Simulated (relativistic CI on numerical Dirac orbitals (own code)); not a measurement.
**Pd XLVI: sensitivity of the levels to the model**

Base calculation: Dirac-Coulomb-Breit CI, KLI orbitals optimised for each configuration, model QED.

CI space: 1s, 2s, 2p, 3s, 3p, 3d, 4s, 4p, 4d, 4f, 5s, 5p, 5d, 5f, 5g, 6s, 6p, 6d. Levels of other configurations are missing.

The lowest level and the first level of each name with at least 55 % of one term (blank where a level has no safe partner in the second run):

| Level | Base (eV) | Shift (eV) |
| --- | --- | --- |
| 1s 2S_1/2 | 0.0 | 0.0 |
| 2p 2P°_1/2 | 22155.8 | +25.8 |
| 2s 2S_1/2 | 22159.9 | +21.8 |
| 2p 2P°_3/2 | 22374.3 | +25.4 |
| 3p 2P°_1/2 | 26328.5 | +25.8 |
| 3s 2S_1/2 | 26329.8 | +24.7 |
| 3d 2D_3/2 | 26393.3 | +25.9 |
| 3p 2P°_3/2 | 26393.5 | +25.7 |
| 3d 2D_5/2 | 26413.8 | +25.8 |
| 4p 2P°_1/2 | 27780.0 | +25.8 |
| 4s 2S_1/2 | 27780.5 | +25.3 |
| 4d 2D_3/2 | 27807.2 | +25.8 |
| 4p 2P°_3/2 | 27807.3 | +25.8 |
| 4f 2F°_5/2 | 27815.9 | +25.8 |
| 4d 2D_5/2 | 27815.9 | +25.8 |
| 4f 2F°_7/2 | 27820.1 | +25.8 |
| 5p 2P°_1/2 | 28447.9 | +25.8 |
| 5s 2S_1/2 | 28448.2 | +25.6 |
| 5d 2D_3/2 | 28461.9 | +25.8 |
| 5p 2P°_3/2 | 28461.9 | +25.8 |
| 5f 2F°_5/2 | 28466.3 | +25.8 |
| 5d 2D_5/2 | 28466.3 | +25.8 |

Question: One thing was changed in a second run, which moved the levels as shown. Which?
A. configuration mixing switched off
B. non-relativistic limit
C. Breit term removed
D. QED terms removed

Answer: D. QED terms removed. QED shifts follow the density of s (and p1/2) electrons at the nucleus, so configurations move by their count of such electrons; where none moves, the smaller shifts of p3/2 electrons and of j = l + 1/2 against j = l − 1/2 set the pattern.
